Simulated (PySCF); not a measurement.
A structure optimised at r2SCAN-D4/def2-SVP, used in a PySCF frequency run:

```xyz
16

N      2.1140    -0.2278     0.0000
Si     0.3736    -0.0108     0.0000
Si    -0.3977     2.2250     0.0000
Si    -0.4949    -1.0700     1.9074
Si    -0.4949    -1.0700    -1.9074
H      2.6238     0.0686    -0.8295
H      2.6238     0.0686     0.8295
H      0.0975     2.9583    -1.2094
H     -1.8944     2.2796     0.0000
H      0.0975     2.9583     1.2094
H     -1.9707    -0.8369     1.9825
H     -0.2374    -2.5430     1.8762
H      0.1332    -0.5085     3.1459
H      0.1332    -0.5085    -3.1459
H     -0.2374    -2.5430    -1.8762
H     -1.9707    -0.8369    -1.9825
```
Charge 0, spin multiplicity 1.

**Question.** Write its SMILES, formula and point group.

**Answer.** N[Si]([SiH3])([SiH3])[SiH3], H₁₁NSi₄, Cs

**Question.** What are its rotational constants (standard atomic weights)?

**Answer.** 1.4351, 1.4282, 1.0407 GHz
